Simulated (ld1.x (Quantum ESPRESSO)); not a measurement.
# iodine (I): one change to a PAW potential, before and after

| Quantity | Value |
| --- | --- |
| Element | iodine |
| Generator | ld1.x (Quantum ESPRESSO) 7.5 |
| Type | PAW |
| Functional | PBE |
| Relativity | scalar-relativistic |
| Frozen core | [Ar] 3d10 |
| Valence charge | 25 |
| Reference configuration | 4s2 4p6 4d10 5s2 5p5 |
| Partial waves | 4s (bound): rcut 1.05, rcutus 1.30 bohr; 5s (bound): rcut 1.05, rcutus 1.30 bohr; 4p (bound): rcut 1.10, rcutus 1.45 bohr; 5p (bound): rcut 1.10, rcutus 1.45 bohr; 4d (bound): rcut 0.95, rcutus 1.10 bohr; 4d channel at -3.25 Ry: rcut 0.95, rcutus 1.10 bohr |
| Local potential | all-electron potential smoothed inside 0.95 bohr (lloc = -1) |
| Core correction | Bessel-smoothed model core, default radius (core density twice the valence density) |
| Augmentation charge | PSQ, radius 1.05 bohr |

Change: core correction Bessel-smoothed model core inside 0.82 bohr.

Cutoffs: the cutoffs (Ry, on a coarse ladder) from which the occupation-weighted sum of valence levels, in a spherical-Bessel basis at the reference potential, stays within 10 and 1 mRy of its value at 400 Ry; they do not see the model core or the augmentation charge, which bear on the density cutoff. Errors are all-electron minus pseudo energies relative to the spin-unpolarised reference configuration.

Problem. Predict the effect on cutoff, ghosts and configuration errors.

Solution. The potential gets neither clearly harder nor softer (140 Ry and 230 Ry → 140 Ry and 230 Ry); of the 7 tests that both files solve, the error grows in 1 and shrinks in 2 by more than 15 % and 0.3 meV (median size 4.3 → 4.7 meV); neither file shows a bound ghost. The default core radius of the base comes out at 0.48 bohr. A wider model core is smoother and lowers the density cutoff, which this test does not measure.

| quantity | base | changed |
| --- | --- | --- |
| cutoff, loose | 140 Ry | 140 Ry |
| cutoff, tight | 230 Ry | 230 Ry |
| bound ghosts | none | none |
| error for 4s2 4p6 4d10 5s2 5p4, meV [ΔE 11.13 eV] | -1.9 | -2.0 |
| error for 4s2 4p6 4d10 5s2 5p3, meV [ΔE 30.98 eV] | -4.3 | -4.7 |
| error for 4s2 4p6 4d10 5s2 5p2, meV [ΔE 60.31 eV] | -6.7 | -8.3 |
| error for 4s1 4p6 4d10 5s2 5p5, meV [ΔE 189.91 eV] | -38 | -40 |
| error for 4s2 4p6 4d9 5s2 5p5, meV [ΔE 58.25 eV] | +18 | +13 |
| error for 4s2 4p6 4d10 5s1 5p5, meV [ΔE 22.11 eV] | +0.8 | -0.3 |
| error for 4s2 4p6 4d10 5s2 5p4.5, meV [ΔE 4.53 eV] | -0.9 | -0.8 |
| s: phases at 1.61 bohr within 0.05 rad from the reference energy up to (Ry; the scan ends near 5) | to the end of the scan | to the end of the scan |
| p: phases at 1.61 bohr within 0.05 rad from the reference energy up to (Ry; the scan ends near 5) | to the end of the scan | to the end of the scan |
| d: phases at 1.61 bohr within 0.05 rad from the reference energy up to (Ry; the scan ends near 5) | 4.1 | 4.1 |
| lowest overlap eigenvalue by channel | s 0.08, p 0.69, d 0.95 | s 0.08, p 0.69, d 0.95 |
